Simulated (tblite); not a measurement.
Species: C5H16GeN2.
SMILES with atom numbers: `[CH3:1][NH:2][CH2:3][C@H:4]([GeH3:5])[N:6]([CH3:7])[CH3:8]` (hydrogens: H9, H10, H11 on C1; H12 on N2; H13, H14 on C3; H15 on C4; H16, H17, H18 on Ge5; H19, H20, H21 on C7; H22, H23, H24 on C8)

Computed with GFN2-xTB (tblite), gas phase: L-BFGS steps from a force-field or distance-geometry start until the largest atomic force falls under 0.01 eV/Å.

The end geometry, which sets the zero of energy:
```
atom  x, y, z in Å
C1      3.0919    0.4829   -0.4442
N2      1.9525   -0.0018    0.3119
C3      0.6972    0.6290   -0.0500
C4     -0.3916   -0.1672    0.6728
Ge5     0.1864   -2.0744    0.5643
N6     -1.7595    0.0163    0.2456
C7     -2.2976    1.3217    0.5685
C8     -2.0042   -0.3207   -1.1375
H9      3.9928   -0.0162   -0.0926
H10     2.9466    0.2349   -1.4956
H11     3.2320    1.5697   -0.3596
H12     2.1205    0.1631    1.3019
H13     0.5754    0.5150   -1.1302
H14     0.6684    1.7046    0.1908
H15    -0.3645    0.1097    1.7337
H16     0.7993   -2.4382   -0.7481
H17     1.1522   -2.4517    1.6411
H18    -1.0071   -2.9737    0.7475
H19    -3.3718    1.3134    0.3807
H20    -1.8504    2.1333   -0.0260
H21    -2.1337    1.5305    1.6248
H22    -3.0820   -0.3648   -1.2985
H23    -1.5828    0.4077   -1.8469
H24    -1.5817   -1.3036   -1.3468
```

Problem. These geometries come from the run, each turned onto the end geometry. Order them by energy, lowest first.
A.
```
atom  x, y, z in Å
C1      3.1114    0.7299   -0.3757
N2      2.0418    0.1773    0.4378
C3      0.7465    0.3598   -0.1850
C4     -0.3545   -0.3459    0.6080
Ge5    -0.0597   -2.3026    0.6477
N6     -1.7199   -0.0453    0.1910
C7     -2.1939    1.2330    0.6829
C8     -1.9250   -0.1373   -1.2362
H9      4.0682    0.6265    0.1341
H10     3.1690    0.1784   -1.3098
H11     2.9643    1.7928   -0.6187
H12     2.0438    0.6887    1.3196
H13     0.8050   -0.0945   -1.1733
H14     0.5067    1.4312   -0.3178
H15    -0.2695   -0.0238    1.6518
H16     0.0025   -2.8526   -0.7359
H17     1.2163   -2.6270    1.3338
H18    -1.1831   -2.9711    1.3656
H19    -3.2437    1.3675    0.4216
H20    -1.6360    2.0849    0.2752
H21    -2.1188    1.2616    1.7686
H22    -2.9922   -0.1187   -1.4603
H23    -1.4583    0.6826   -1.7958
H24    -1.5328   -1.0758   -1.6217
```
B.
```
atom  x, y, z in Å
C1      3.1080    0.5002   -0.4292
N2      1.9576    0.0008    0.3007
C3      0.7013    0.6117   -0.0909
C4     -0.3849   -0.1685    0.6523
Ge5     0.1758   -2.0818    0.5747
N6     -1.7569    0.0143    0.2397
C7     -2.2936    1.3139    0.5846
C8     -2.0154   -0.3113   -1.1432
H9      4.0016   -0.0157   -0.0832
H10     2.9707    0.2866   -1.4893
H11     3.2601    1.5822   -0.3088
H12     2.0988    0.1703    1.2948
H13     0.5846    0.4628   -1.1680
H14     0.6650    1.6942    0.1142
H15    -0.3481    0.1210    1.7093
H16     0.8081   -2.4609   -0.7236
H17     1.1161   -2.4612    1.6739
H18    -1.0310   -2.9642    0.7545
H19    -3.3714    1.3070    0.4225
H20    -1.8618    2.1348   -0.0076
H21    -2.1079    1.5114    1.6388
H22    -3.0941   -0.3837   -1.2868
H23    -1.6236    0.4354   -1.8506
H24    -1.5708   -1.2798   -1.3712
```
C.
```
atom  x, y, z in Å
C1      3.1613    0.6401   -0.3401
N2      1.9962    0.0558    0.2972
C3      0.7304    0.4833   -0.2620
C4     -0.3430   -0.2293    0.5560
Ge5     0.0482   -2.1758    0.6004
N6     -1.7265   -0.0135    0.2007
C7     -2.2568    1.2390    0.6939
C8     -2.0004   -0.2104   -1.2023
H9      4.0376    0.4396    0.2739
H10     3.3194    0.1870   -1.3192
H11     3.0719    1.7281   -0.4760
H12     2.0136    0.3123    1.2829
H13     0.6957    0.1560   -1.3047
H14     0.6084    1.5810   -0.2502
H15    -0.2443    0.1179    1.5903
H16     0.2224   -2.7831   -0.7587
H17     1.2601   -2.5413    1.3924
H18    -1.1296   -2.8415    1.2461
H19    -3.3163    1.2940    0.4511
H20    -1.7678    2.1203    0.2575
H21    -2.1506    1.2774    1.7789
H22    -3.0793   -0.2155   -1.3590
H23    -1.5666    0.5746   -1.8363
H24    -1.5956   -1.1765   -1.5048
```
D.
```
atom  x, y, z in Å
C1      3.1106    0.5084   -0.4136
N2      1.9524   -0.0146    0.2848
C3      0.6979    0.5855   -0.1259
C4     -0.3842   -0.1750    0.6417
Ge5     0.1747   -2.0911    0.5873
N6     -1.7596    0.0131    0.2408
C7     -2.2914    1.3128    0.5977
C8     -2.0202   -0.2895   -1.1482
H9      4.0022   -0.0007   -0.0520
H10     3.0016    0.3094   -1.4802
H11     3.2396    1.5907   -0.2698
H12     2.0723    0.1512    1.2822
H13     0.5830    0.4078   -1.1993
H14     0.6594    1.6732    0.0516
H15    -0.3318    0.1378    1.6917
H16     0.7922   -2.4952   -0.7101
H17     1.1420   -2.4299    1.6733
H18    -1.0199   -2.9815    0.7859
H19    -3.3711    1.3019    0.4456
H20    -1.8642    2.1334   -0.0008
H21    -2.0955    1.5108    1.6509
H22    -3.0980   -0.3787   -1.2906
H23    -1.6459    0.4843   -1.8368
H24    -1.5576   -1.2443   -1.3985
```
E.
```
atom  x, y, z in Å
C1      3.1503    0.5388   -0.3687
N2      1.9856   -0.0409    0.2723
C3      0.7367    0.5456   -0.1830
C4     -0.3662   -0.1734    0.5937
Ge5     0.1513   -2.1029    0.5964
N6     -1.7409    0.0334    0.2032
C7     -2.3090    1.2976    0.6230
C8     -2.0614   -0.2503   -1.1767
H9      4.0589    0.1426    0.0878
H10     3.1458    0.2798   -1.4284
H11     3.1630    1.6371   -0.2871
H12     2.0843    0.1210    1.2726
H13     0.6525    0.3311   -1.2544
H14     0.7141    1.6402   -0.0435
H15    -0.3044    0.1610    1.6356
H16     0.6366   -2.5907   -0.7337
H17     1.2150   -2.4434    1.5931
H18    -1.0192   -2.9688    0.9848
H19    -3.3859    1.2604    0.4424
H20    -1.8913    2.1704    0.0937
H21    -2.1461    1.4444    1.6907
H22    -3.1484   -0.3229   -1.2675
H23    -1.7048    0.5180   -1.8807
H24    -1.6282   -1.2086   -1.4580
```

Solution. B (0.003 eV), D (0.007 eV), E (0.042 eV), C (0.099 eV), A (0.181 eV).

In the order of the answer:

| step | E above end (eV) | largest force (eV/Å) | rms force component (eV/Å) | rms distance from end (Å) | rms bond change (Å) | bond most changed (Å) |
| --- | --- | --- | --- | --- | --- | --- |
| 80 | 0.003 | 0.03 | 0.012 | 0.038 | 0.000 | N2–H12 +0.001 |
| 68 | 0.007 | 0.04 | 0.014 | 0.068 | 0.001 | Ge5–H18 -0.002 |
| 50 | 0.042 | 0.16 | 0.050 | 0.149 | 0.002 | Ge5–H16 +0.004 |
| 31 | 0.099 | 0.13 | 0.040 | 0.312 | 0.003 | C4–Ge5 -0.010 |
| 5 | 0.181 | 0.24 | 0.082 | 0.420 | 0.006 | C4–Ge5 -0.017 |

What follows is the cost of the whole relaxation. Hardware: an Arm Neoverse N1 with one thread, on a shared host. Cost: 1.6 s of wall time.
